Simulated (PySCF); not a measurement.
Predicted spectroscopic data

Computed data (PySCF): NMR shieldings at PBE0/pcSseg-1/GIAO, geometry from GFN2-xTB. No relativistic terms, one conformer, averaged over atoms made equivalent by symmetry, fast rotation or ring inversion, no solvent.

δ = σ(ref) − σ, references computed at the same level: TMS for 1H (σref 31.72), 13C (σref 186.93). Splittings of carbon signals by F and P are missing where no couplings were computed. Where no couplings were computed, multiplicities follow the n + 1 count of equivalent neighbours, and m marks all less simple cases (inequivalent or close neighbours, rings, F or P nearby). Acid and N–H amide carbonyl carbons lie up to 10 ppm further downfield in solution (hydrogen bonding). Shifts are as computed. Against solution values, carbons near 30 ppm lie about +3 ppm off and those near 130 ppm about +5 ppm. Of 1211 compounds with measured shifts, 218 miss one by over three times the rms of a fit or turn the order of signals round; such compounds aren't used in these exercises. OH and NH positions are gas-phase values without hydrogen bonding to other molecules.

**1.** SMILES O=C[C@@]12C=C[C@@H](C1)C(F)=C2, C8H7FO. 1H NMR (500 MHz, computed): δ 10.74 (s, 1H), 7.38 (m, 1H), 7.27 (m, 1H), 6.00 (m, 1H), 3.32 (m, 1H), 2.52 (m, 1H), 2.40 (m, 1H). 13C{1H} NMR (computed): δ 205.1 (CH), 196.2 (C), 154.1 (CH), 152.1 (CH), 115.9 (CH), 77.7 (CH2), 72.0 (C), 54.2 (CH).

**2.** SMILES CC(C1=C(C)NN=N1)(C)C, C7H13N3. 1H NMR (500 MHz, computed): δ 10.66 (br s, 1H), 2.60 (s, 3H), 1.46 (s, 9H). 13C{1H} NMR (computed): δ 154.0, 133.7, 33.1, 31.2, 12.2.

**3.** SMILES O=Cc1ccc(CF)cc1, C8H7FO. 1H NMR (500 MHz, computed): δ 10.20 (s, 1H), 8.29 (d, 2H), 7.77 (m, 2H), 6.01 (m, 2H). 13C{1H} NMR (computed): δ 195.3, 151.8, 139.9, 137.2, 128.4, 86.7.

**4.** `InChI=1S/C7H10O2/c1-3-6(2)4-5-7(8)9/h3-5H,1-2H3,(H,8,9)/b5-4-,6-3+`. 1H NMR (500 MHz, computed): δ 6.76 (d, 1H), 6.21 (br s, 1H), 6.19 (q, 1H), 5.78 (d, 1H), 1.99 (s, 3H), 1.91 (d, 3H). 13C{1H} NMR (computed): δ 173.9, 152.0, 145.0, 142.5, 121.7, 18.8, 16.8.
